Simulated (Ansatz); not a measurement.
Ansatz (an electronic-structure program) input (B3LYP/6-31G* with LANL2DZ past Ar): The .json file joins the Basis Set Exchange's 6-31G* for atoms up to Ar and LANL2DZ past it.

Ansatz 0.2 input:
```yaml
crystal:
  periodic: [false, false, false]
  atoms:
    - {symbol: C, position_ang: [-0.02378255, 1.84376865, 1.69725790]}
    - {symbol: Ge, position_ang: [-0.27645872, 0.03347325, 1.11425217]}
    - {symbol: C, position_ang: [-2.15684129, -0.52879173, 1.19138800]}
    - {symbol: C, position_ang: [0.95999667, -1.21956340, 1.98546265]}
    - {symbol: I, position_ang: [0.37717549, -0.00298661, -1.48305696]}
    - {symbol: H, position_ang: [0.94573377, 2.21205074, 2.02415701]}
    - {symbol: H, position_ang: [-0.79781602, 2.59846633, 1.57995403]}
    - {symbol: H, position_ang: [-2.48730213, -0.57100980, 2.23541140]}
    - {symbol: H, position_ang: [-2.79232116, 0.17713089, 0.64976613]}
    - {symbol: H, position_ang: [-2.27698528, -1.51898849, 0.74365775]}
    - {symbol: H, position_ang: [1.99399249, -0.88363963, 1.86917195]}
    - {symbol: H, position_ang: [0.86634899, -2.21563242, 1.54448285]}
    - {symbol: H, position_ang: [0.72849068, -1.28371241, 3.05469671]}
basis:
  gaussian:
    orbitals: 6-31Gs+LANL2DZ.json
hamiltonian:
  xc: {name: B3LYP}
magnetization: {spin_polarized: true, initial_magnetization: 1}
phonons: {temperatures: {t_min: 298.15, t_max: 298.15, t_step: 100}}
```

Output:

```
Functional definition: B3LYP
integrals: 0.04 GiB planned
1021 factors; integrals over basis functions are off by at most 4.3e-4 eV
mean field: 0.41 GiB planned
mean field evaluation 1: about -3639.7092 eV, gradient 5.1e1 eV
mean field evaluation 2: about -3624.1055 eV, gradient 6.5e1 eV
mean field evaluation 4: about -3653.5716 eV, gradient 7.6e0 eV
mean field evaluation 8: about -3653.9767 eV, gradient 1.3e-1 eV
mean field evaluation 16: about -3653.9769 eV, gradient 3.7e-5 eV
mean field -3653.97689069 eV, -134.2811739782 hartree, gradient 3.5e-5 eV, S^2 0.754890; 0 other end points of the search recorded, 0 dependent functions left out
the calculation of the forces begins
reference -3653.97713318 eV, -134.2811828897 hartree; 19, 18 occupied and 58, 59 virtual orbitals, 1021 factors
these checks for a lower state are left out or cut short: stability, starts, cluster_reference, orbital_swaps, neighbouring_geometries, increment
integrals: 0.04 GiB planned
1021 factors; integrals over basis functions are off by at most 4.3e-4 eV
mean field: 0.41 GiB planned
mean field -3653.97687271 eV, -134.2811733176 hartree, gradient 2.5e-6 eV, S^2 0.754894; 0 other end points of the search recorded, 0 dependent functions left out
the calculation of the forces begins
reference -3653.97711518 eV, -134.2811822282 hartree; 19, 18 occupied and 58, 59 virtual orbitals, 1021 factors
these checks for a lower state are left out or cut short: stability, starts, cluster_reference, orbital_swaps, neighbouring_geometries, increment
integrals: 0.04 GiB planned
1021 factors; integrals over basis functions are off by at most 4.3e-4 eV
mean field: 0.41 GiB planned
mean field evaluation 32: about -3653.9769 eV, gradient 2.3e-6 eV
mean field -3653.97687128 eV, -134.2811732650 hartree, gradient 2.3e-6 eV, S^2 0.754885; 0 other end points of the search recorded, 0 dependent functions left out
the calculation of the forces begins
reference -3653.97711380 eV, -134.2811821775 hartree; 19, 18 occupied and 58, 59 virtual orbitals, 1021 factors
these checks for a lower state are left out or cut short: stability, starts, cluster_reference, orbital_swaps, neighbouring_geometries, increment
integrals: 0.04 GiB planned
1021 factors; integrals over basis functions are off by at most 4.3e-4 eV
mean field: 0.41 GiB planned
mean field -3653.97674256 eV, -134.2811685348 hartree, gradient 1.1e-6 eV, S^2 0.754883; 0 other end points of the search recorded, 0 dependent functions left out
the calculation of the forces begins
reference -3653.97698505 eV, -134.2811774459 hartree; 19, 18 occupied and 58, 59 virtual orbitals, 1021 factors
these checks for a lower state are left out or cut short: stability, starts, cluster_reference, orbital_swaps, neighbouring_geometries, increment
integrals: 0.04 GiB planned
1021 factors; integrals over basis functions are off by at most 4.3e-4 eV
mean field: 0.41 GiB planned
mean field -3653.97673857 eV, -134.2811683881 hartree, gradient 9.2e-7 eV, S^2 0.754897; 0 other end points of the search recorded, 0 dependent functions left out
the calculation of the forces begins
reference -3653.97698108 eV, -134.2811773001 hartree; 19, 18 occupied and 58, 59 virtual orbitals, 1021 factors
these checks for a lower state are left out or cut short: stability, starts, cluster_reference, orbital_swaps, neighbouring_geometries, increment
integrals: 0.04 GiB planned
1021 factors; integrals over basis functions are off by at most 4.3e-4 eV
mean field: 0.41 GiB planned
mean field -3653.97684903 eV, -134.2811724474 hartree, gradient 1.3e-6 eV, S^2 0.754869; 0 other end points of the search recorded, 0 dependent functions left out
the calculation of the forces begins
reference -3653.97709151 eV, -134.2811813582 hartree; 19, 18 occupied and 58, 59 virtual orbitals, 1021 factors
these checks for a lower state are left out or cut short: stability, starts, cluster_reference, orbital_swaps, neighbouring_geometries, increment
integrals: 0.04 GiB planned
1021 factors; integrals over basis functions are off by at most 4.3e-4 eV
mean field: 0.41 GiB planned
mean field -3653.97683954 eV, -134.2811720988 hartree, gradient 2.7e-6 eV, S^2 0.754911; 0 other end points of the search recorded, 0 dependent functions left out
the calculation of the forces begins
reference -3653.97708206 eV, -134.2811810111 hartree; 19, 18 occupied and 58, 59 virtual orbitals, 1021 factors
these checks for a lower state are left out or cut short: stability, starts, cluster_reference, orbital_swaps, neighbouring_geometries, increment
integrals: 0.04 GiB planned
1021 factors; integrals over basis functions are off by at most 4.3e-4 eV
mean field: 0.41 GiB planned
mean field evaluation 64: about -3653.9768 eV, gradient 1.4e-6 eV
[...]
1021 factors; integrals over basis functions are off by at most 4.3e-4 eV
mean field: 0.41 GiB planned
mean field -3653.97684810 eV, -134.2811724132 hartree, gradient 1.5e-6 eV, S^2 0.754890; 0 other end points of the search recorded, 0 dependent functions left out
the calculation of the forces begins
reference -3653.97709058 eV, -134.2811813243 hartree; 19, 18 occupied and 58, 59 virtual orbitals, 1021 factors
these checks for a lower state are left out or cut short: stability, starts, cluster_reference, orbital_swaps, neighbouring_geometries, increment
integrals: 0.04 GiB planned
1021 factors; integrals over basis functions are off by at most 4.3e-4 eV
mean field: 0.41 GiB planned
mean field -3653.97684645 eV, -134.2811723526 hartree, gradient 1.5e-6 eV, S^2 0.754890; 0 other end points of the search recorded, 0 dependent functions left out
the calculation of the forces begins
reference -3653.97708896 eV, -134.2811812646 hartree; 19, 18 occupied and 58, 59 virtual orbitals, 1021 factors
these checks for a lower state are left out or cut short: stability, starts, cluster_reference, orbital_swaps, neighbouring_geometries, increment
integrals: 0.04 GiB planned
1021 factors; integrals over basis functions are off by at most 4.3e-4 eV
mean field: 0.41 GiB planned
mean field -3653.97683669 eV, -134.2811719939 hartree, gradient 1.3e-6 eV, S^2 0.754890; 0 other end points of the search recorded, 0 dependent functions left out
the calculation of the forces begins
reference -3653.97707919 eV, -134.2811809057 hartree; 19, 18 occupied and 58, 59 virtual orbitals, 1021 factors
these checks for a lower state are left out or cut short: stability, starts, cluster_reference, orbital_swaps, neighbouring_geometries, increment
integrals: 0.04 GiB planned
1021 factors; integrals over basis functions are off by at most 4.3e-4 eV
mean field: 0.41 GiB planned
mean field evaluation 224: about -3653.9768 eV, gradient 1.4e-6 eV
mean field -3653.97683995 eV, -134.2811721136 hartree, gradient 1.4e-6 eV, S^2 0.754890; 0 other end points of the search recorded, 0 dependent functions left out
the calculation of the forces begins
reference -3653.97708244 eV, -134.2811810249 hartree; 19, 18 occupied and 58, 59 virtual orbitals, 1021 factors
these checks for a lower state are left out or cut short: stability, starts, cluster_reference, orbital_swaps, neighbouring_geometries, increment
integrals: 0.04 GiB planned
1021 factors; integrals over basis functions are off by at most 4.3e-4 eV
mean field: 0.41 GiB planned
mean field -3653.97685229 eV, -134.2811725673 hartree, gradient 1.0e-6 eV, S^2 0.754890; 0 other end points of the search recorded, 0 dependent functions left out
the calculation of the forces begins
reference -3653.97709479 eV, -134.2811814787 hartree; 19, 18 occupied and 58, 59 virtual orbitals, 1021 factors
these checks for a lower state are left out or cut short: stability, starts, cluster_reference, orbital_swaps, neighbouring_geometries, increment
integrals: 0.04 GiB planned
1021 factors; integrals over basis functions are off by at most 4.3e-4 eV
mean field: 0.41 GiB planned
mean field -3653.97685609 eV, -134.2811727067 hartree, gradient 1.0e-6 eV, S^2 0.754890; 0 other end points of the search recorded, 0 dependent functions left out
the calculation of the forces begins
reference -3653.97709858 eV, -134.2811816183 hartree; 19, 18 occupied and 58, 59 virtual orbitals, 1021 factors
these checks for a lower state are left out or cut short: stability, starts, cluster_reference, orbital_swaps, neighbouring_geometries, increment
integrals: 0.04 GiB planned
1021 factors; integrals over basis functions are off by at most 4.3e-4 eV
mean field: 0.41 GiB planned
mean field -3653.97687716 eV, -134.2811734813 hartree, gradient 3.0e-6 eV, S^2 0.754889; 0 other end points of the search recorded, 0 dependent functions left out
the calculation of the forces begins
reference -3653.97711967 eV, -134.2811823933 hartree; 19, 18 occupied and 58, 59 virtual orbitals, 1021 factors
these checks for a lower state are left out or cut short: stability, starts, cluster_reference, orbital_swaps, neighbouring_geometries, increment
integrals: 0.04 GiB planned
1021 factors; integrals over basis functions are off by at most 4.3e-4 eV
mean field: 0.41 GiB planned
mean field -3653.97687650 eV, -134.2811734570 hartree, gradient 6.3e-7 eV, S^2 0.754890; 0 other end points of the search recorded, 0 dependent functions left out
the calculation of the forces begins
reference -3653.97711899 eV, -134.2811823681 hartree; 19, 18 occupied and 58, 59 virtual orbitals, 1021 factors
these checks for a lower state are left out or cut short: stability, starts, cluster_reference, orbital_swaps, neighbouring_geometries, increment
integrals: 0.04 GiB planned
1021 factors; integrals over basis functions are off by at most 4.3e-4 eV
mean field: 0.41 GiB planned
mean field -3653.97680115 eV, -134.2811706879 hartree, gradient 1.8e-6 eV, S^2 0.754889; 0 other end points of the search recorded, 0 dependent functions left out
the calculation of the forces begins
reference -3653.97704364 eV, -134.2811795993 hartree; 19, 18 occupied and 58, 59 virtual orbitals, 1021 factors
these checks for a lower state are left out or cut short: stability, starts, cluster_reference, orbital_swaps, neighbouring_geometries, increment
integrals: 0.04 GiB planned
1021 factors; integrals over basis functions are off by at most 4.3e-4 eV
mean field: 0.41 GiB planned
mean field evaluation 256: about -3653.9768 eV, gradient 5.6e-2 eV
mean field -3653.97680179 eV, -134.2811707114 hartree, gradient 1.6e-6 eV, S^2 0.754890; 0 other end points of the search recorded, 0 dependent functions left out
the calculation of the forces begins
reference -3653.97704429 eV, -134.2811796231 hartree; 19, 18 occupied and 58, 59 virtual orbitals, 1021 factors
these checks for a lower state are left out or cut short: stability, starts, cluster_reference, orbital_swaps, neighbouring_geometries, increment
integrals: 0.04 GiB planned
1021 factors; integrals over basis functions are off by at most 4.3e-4 eV
mean field: 0.41 GiB planned
mean field -3653.97686063 eV, -134.2811728738 hartree, gradient 1.2e-6 eV, S^2 0.754889; 0 other end points of the search recorded, 0 dependent functions left out
the calculation of the forces begins
reference -3653.97710312 eV, -134.2811817850 hartree; 19, 18 occupied and 58, 59 virtual orbitals, 1021 factors
these checks for a lower state are left out or cut short: stability, starts, cluster_reference, orbital_swaps, neighbouring_geometries, increment
integrals: 0.04 GiB planned
1021 factors; integrals over basis functions are off by at most 4.3e-4 eV
mean field: 0.41 GiB planned
mean field -3653.97686201 eV, -134.2811729244 hartree, gradient 1.2e-6 eV, S^2 0.754890; 0 other end points of the search recorded, 0 dependent functions left out
the calculation of the forces begins
reference -3653.97710452 eV, -134.2811818363 hartree; 19, 18 occupied and 58, 59 virtual orbitals, 1021 factors
Total energy: -3653.97713318 eV, -134.2811828897 hartree
Atom 0 at    -0.023783     1.843769     1.697258 Å, force     0.000362     0.001385    -0.000214 eV/Å
Atom 1 at    -0.276459     0.033473     1.114252 Å, force     0.000400    -0.000373    -0.001893 eV/Å
Atom 2 at    -2.156841    -0.528792     1.191388 Å, force    -0.000559     0.000966     0.001192 eV/Å
Atom 3 at     0.959997    -1.219563     1.985463 Å, force     0.000284     0.000779     0.001407 eV/Å
Atom 4 at     0.377175    -0.002987    -1.483057 Å, force    -0.000123    -0.000166     0.000337 eV/Å
Atom 5 at     0.945734     2.212051     2.024157 Å, force    -0.000108    -0.000370     0.000424 eV/Å
Atom 6 at    -0.797816     2.598466     1.579954 Å, force    -0.000255    -0.000338     0.000387 eV/Å
Atom 7 at    -2.487302    -0.571010     2.235411 Å, force    -0.000282    -0.000316     0.000271 eV/Å
Atom 8 at    -2.792321     0.177131     0.649766 Å, force     0.000343    -0.000680    -0.000759 eV/Å
Atom 9 at    -2.276985    -1.518988     0.743658 Å, force     0.000126     0.000013    -0.000284 eV/Å
Atom 10 at     1.993992    -0.883640     1.869172 Å, force    -0.000196    -0.000561    -0.000896 eV/Å
Atom 11 at     0.866349    -2.215632     1.544483 Å, force     0.000035     0.000033    -0.000307 eV/Å
Atom 12 at     0.728491    -1.283712     3.054697 Å, force    -0.000026    -0.000372     0.000336 eV/Å
Dipole moment:    -0.198121    -0.006115     0.772330 e Å
Vibrations: 119.49 124.39 133.97 140.04 160.40 170.56 173.06 190.98 202.62 553.45 587.22 598.85 643.49 722.31 798.73 851.27 854.09 888.58 1315.44 1324.80 1419.94 1485.00 1491.25 1492.17 1500.94 3062.97 3064.07 3144.73 3145.43 3157.96 3162.32 3162.72 3259.04 cm⁻¹, zero-point energy 2.672001 eV
```

The blocks after the first are displaced geometries, from whose forces the wavenumbers follow.
